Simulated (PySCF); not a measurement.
# C₆ coefficients of unlike pairs at CAM-B3LYP

Calculated with PySCF 2.14 from the dipole response of each species, C₆(A,B) = (3/π) ∫ α_A(iu) α_B(iu) du, in atomic units, from isotropic polarisabilities. For ions this is the dispersion term alone; charge-induced terms of lower order in 1/R come first.

```json
{"species": "Cu³⁺", "configuration": "[Ar] 3d8 (3F)", "basis": "def2-QZVPPD (11s6p5d4f2g)", "relativity": "none", "α (bohr³)": "1.575", "C₆ (like pair)": "3.599"}
{"species": "Cd⁺", "configuration": "[Kr] 4d10 5s1 (2S)", "basis": "aug-cc-pwCVTZ-PP with ECP28MDF (8s8p7d4f3g)", "relativity": "core potential", "α (bohr³)": "22.61", "C₆ (like pair)": "131.7"}
{"species": "Zn⁺", "configuration": "[Ar] 3d10 4s1 (2S)", "basis": "aug-cc-pVTZ-PP with ECP10MDF (6s6p5d3f2g)", "relativity": "core potential", "α (bohr³)": "17.33", "C₆ (like pair)": "70.57"}
{"species": "Kr", "configuration": "[Kr] (1S)", "basis": "aug-cc-pVQZ-PP with ECP10MDF (7s6p5d3f2g)", "relativity": "core potential", "α (bohr³)": "17.53", "C₆ (like pair)": "135.6"}
```

Question: Estimate C₆ for Kr with Cd⁺.

Answer: The integral gives 131.1. The combination rule 2 C_A C_B / (C_A α_B/α_A + C_B α_A/α_B) gives 128.9 and the geometric mean 133.7.

No spin-orbit coupling is included.

The other pairs:

| pair | C₆ |
| --- | --- |
| Kr, Cu³⁺ | 18.79 |
| Zn⁺, Cd⁺ | 96.01 |
| Kr, Zn⁺ | 94.77 |
| Cd⁺, Cu³⁺ | 18.02 |
| Zn⁺, Cu³⁺ | 12.50 |
